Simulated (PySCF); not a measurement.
# Checking a proposed structure

A compound C9H10F2 gives the data below (simulated from a calculation) and was assigned the structure `CCC(F)(F)c1ccccc1`.

13C{1H} NMR (computed): δ 141.3 (C), 136.2 (CH, 2C), 134.3 (CH, 2C), 133.0 (CH), 130.1 (C), 49.8 (CH2), 25.0 (CH3).

1H NMR (500 MHz, computed): δ 7.68 (m, 2H), 7.63 (m, 1H), 7.62 (m, 2H), 3.18 (m, 2H), 1.30 (m, 3H).

Rapidly exchanging positions averaged, single conformer, isolated molecule, no relativistic terms. PBE0/pcSseg-1 with gauge-including orbitals; structure optimised with GFN2-xTB; PySCF 2.14.0 with density-fitted response routines.

Shifts are taken against calculated references (same method and geometry level): 1H (σref 31.72), 13C (σref 186.93) against TMS.

**Question.** Compare with the shifts computed for the proposed structure, pairing carbons in order of shift.

**Answer.** Mapped SMILES: `[CH3:1][CH2:2][C:3]([F:4])([F:5])[c:6]1[cH:7][cH:8][cH:9][cH:10][cH:11]1`. Hydrogens are named by the atom that carries them.

```csv
atom,computed for proposal,given list,difference
C6,147.3,141.3,+6.0
C9,134.5,136.2,-1.7
C8,133.8,136.2,-2.4
C10,133.8,134.3,-0.5
C7,130.4,134.3,-3.9
C11,130.4,133.0,-2.6
C3,129.2,130.1,-0.9
C2,41.5,49.8,-8.3
C1,8.6,25.0,-16.4
```

The rms difference is 6.7 ppm and the largest -16.4 ppm at C1 (methyl carbon). The proposal doesn't fit.

**Question.** Which isomer fits?

**Answer.** SMILES CC(F)(F)Cc1ccccc1.

- Carbon types of the structure: 2 × C, 5 × CH, 1 × CH2, 1 × CH3, which accounts for all hydrogens.
- δC 141.3: substituted aromatic carbon.
- δC 136.2, 134.3, 133.0: aromatic CH; the aromatic region.
- δC 130.1: fully substituted sp3 carbon bonded to 2 F; 2 electronegative neighbours deshield it.
- δH 3.18: hydrogen on an sp3 CH2 on an aromatic ring; benzylic-type position, deshielded by the ring.

The shifts were computed for this structure.

Splittings by 19F in the carbon and heteronuclear signals aren't shown, as no couplings were computed. Shifts are as computed. Against solution values, carbons near 30 ppm lie about +3 ppm off and those near 130 ppm about +5 ppm. Of 1211 compounds with measured shifts, 218 miss one by over three times the rms of a fit or turn the order of signals round; such compounds aren't used in these exercises. Multiplicities follow the n + 1 count of equivalent neighbours, as no J values were calculated; m marks all less simple cases, F and P coupling included.
